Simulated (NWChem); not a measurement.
System: SnIBr, singlet; SMILES [Br][Sn][I]

Input file for NWChem:

```
start job
memory heap 200 mb stack 900 mb global 1100 mb
geometry units angstroms noautoz
  Sn     1.031890     0.468354     0.000000
  Br    -0.854256     2.168447     0.000000
  I     -0.409588    -1.866697     0.000000
end
basis spherical
  * library def2-svpd
end
ecp
  Sn library def2-ecp
  I library def2-ecp
end
dft
  xc xpbe96 cpbe96
  iterations 150
end
tddft
  cis
  nroots 6
  notriplet
end
task tddft energy
```

Low-valent species are run as closed-shell singlets; no triplet was tried in these runs. Structure relaxed at the PBE0/def2-SVP level. Not confirmed as a minimum by frequencies. def2 effective core potentials on Sn, I; no spin-orbit coupling.

Vertical excitations in the gas phase.

**Question.** What results follow from this input? (PBE/def2-SVPD with def2 effective core potentials on Sn, I, TDA.) Quantities: lowest excitation, singlet (eV); oscillator strength of that lowest state; lowest state with f > 0.02, singlet (eV); oscillator strength of that bright state; orbital gap (eV).

**Answer.** 
| Quantity | Result |
|---|---|
| lowest excitation, singlet (eV) | 2.58 |
| oscillator strength of that lowest state | 0.000 |
| lowest state with f > 0.02, singlet (eV) | 3.35 |
| oscillator strength of that bright state | 0.042 |
| orbital gap (eV) | 2.48 |
